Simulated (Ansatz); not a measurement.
Consider the redistribution: `BN[SiH2]C=C` + `[NH2][GaH2]` → `BN[SiH3]` + `C=C[NH][GaH2]`.

Calculated with Ansatz (gas phase, PBE0-D4/def2-TZVP geometries, no zero-point term in ΔE). CCSD(T)/CBS adds triple-zeta CCSD(T) − MP2 to the extrapolated MP2 energy (def2 sets, frozen cores). DFT in def2-TZVPP. For Ga outer-core shells are correlated without core-valence functions, which leaves a few kJ/mol of doubt a bond. Scalar relativity is left out up to krypton. One conformer a species, not always the lowest.

`BN[SiH2]C=C`:

Z-matrix (Å, degrees):
```
Si
N 1 1.747
C 1 1.856 2 111.3
H 1 1.482 2 105.9 3 122.0
H 1 1.489 2 110.3 3 -118.3
B 2 1.398 1 127.2 3 -119.5
H 2 1.011 1 116.2 3 59.6
C 3 1.331 1 122.4 2 -119.6
H 3 1.089 1 119.3 2 60.5
H 6 1.198 2 119.0 1 -0.4
H 6 1.198 2 119.7 1 179.5
H 8 1.087 3 122.4 1 -179.7
H 8 1.087 3 121.5 1 0.2
```

`[NH2][GaH2]`:

Cartesian coordinates in Å:
```
N 0.271 -0.294 -0.865
Ga -0.245 0.265 0.781
H 1.102 -0.833 -1.042
H -0.239 -0.102 -1.710
H 0.677 -0.129 1.978
H -1.566 1.093 0.859
```

`BN[SiH3]`:

Cartesian coordinates in Å:
```
B 0.054 -0.478 1.483
N 0.489 0.238 0.363
Si -0.243 0.245 -1.221
H -0.919 -1.170 1.386
H 0.656 -0.388 2.514
H 1.314 0.810 0.485
H -0.658 1.623 -1.594
H -1.420 -0.652 -1.173
H 0.727 -0.229 -2.243
```

`C=C[NH][GaH2]`:

Cartesian coordinates in Å:
```
C 1.447 -1.340 0.323
C 0.313 -0.637 0.376
N -0.013 0.458 -0.396
Ga -1.566 1.430 -0.332
H 2.244 -1.091 -0.370
H 1.596 -2.185 0.980
H -0.460 -0.922 1.086
H 0.711 0.714 -1.052
H -1.655 2.622 -1.330
H -2.616 0.950 0.715
```

| level | ΔE (kJ/mol) |
| --- | --- |
| revPBE-D4 | 26.0 |
| r2SCANh-D4 | 31.7 |
| r2SCAN0-D4 | 33.1 |
| LC-ωPBE | 35.5 |
| RPA@PBE/def2-TZVPP | 35.2 |
| HF/def2-SVP | 22.0 |
| MP2/def2-SVP | 21.4 |
| CCSD(T)/def2-TZVPP | 38.3 |

**Question.** What does CCSD(T)/CBS give? (Estimate.)

**Answer.** Computed: +42.2 kJ/mol. The listed levels differ from it by -16.2, -10.5, -9.1, -6.7, -7.0, -20.2, -20.8, -3.9 kJ/mol.

Largest T1 diagnostic among the species: 0.014.

Leaving LDA and LC-ωPBE aside and taking each functional with its dispersion term where it has one, the values, not all of them listed here, spread over 13.1 kJ/mol, from revPBE-D4 to ωB97M-V. LDA lies −7.2 kJ/mol from PBE without D4. From PBE to PBE0 (25 % exact exchange), in def2-TZVPP and without D4, ΔE moves by +3.8 kJ/mol.
